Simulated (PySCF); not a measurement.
Bond curve of InB

Set-up: PySCF, scalar-relativistic core potentials, basis sets In def2-SVP with ECP28, B def2-SVP. Energies in eV from In + B in their ground configurations at the same level. State: ³Π (triplet), unpaired electrons σ ↑, π ↑.

All columns are B3LYP. A positive dipole means In(−)B(+).

| R (Å) | E (eV) | μ (D) | Mulliken charge on In (basis-dependent) | HOMO (eV) | LUMO (eV) | Mayer bond order | ⟨S²⟩ |
| --- | --- | --- | --- | --- | --- | --- | --- |
| 2.093 | -1.110 | -1.00 | 0.12 | -4.90 | -3.64 | 1.30 | 2.00 |
| 2.191 | -1.385 | -1.22 | 0.14 | -4.91 | -3.47 | 1.24 | 2.00 |
| 2.288 | -1.542 | -1.45 | 0.16 | -4.91 | -3.31 | 1.20 | 2.00 |
| 2.361 | -1.602 | -1.63 | 0.18 | -4.87 | -3.21 | 1.17 | 2.00 |
| 2.434 | -1.626 | -1.82 | 0.19 | -4.75 | -3.12 | 1.14 | 2.00 |
| 2.507 | -1.622 | -1.99 | 0.21 | -4.64 | -3.04 | 1.12 | 2.00 |
| 2.604 | -1.584 | -2.22 | 0.22 | -4.52 | -2.94 | 1.09 | 2.00 |
| 2.726 | -1.500 | -2.49 | 0.23 | -4.37 | -2.84 | 1.06 | 2.00 |
| 2.872 | -1.369 | -2.77 | 0.24 | -4.23 | -2.75 | 1.04 | 2.00 |
| 3.067 | -1.171 | -3.08 | 0.24 | -4.08 | -2.66 | 1.01 | 2.00 |

A fit through these points gives, at Re = 2.457 Å, μ = -1.87 D and dμ/dR = -2.45 D/Å; the reduced mass is 10.05 u.

**Question.** How strong is the fundamental in the double-harmonic approximation, I = 42.26·(dμ/dR)²/μred km/mol?

**Answer.** I = 42.26·(-2.45)²/10.05 = 25.2 km/mol at B3LYP.

These are scalar-relativistic numbers at best; spin–orbit coupling would shift them, the dissociation energy most. The state is the lowest determinant that a PBE0 search found; another state may lie lower at other levels.
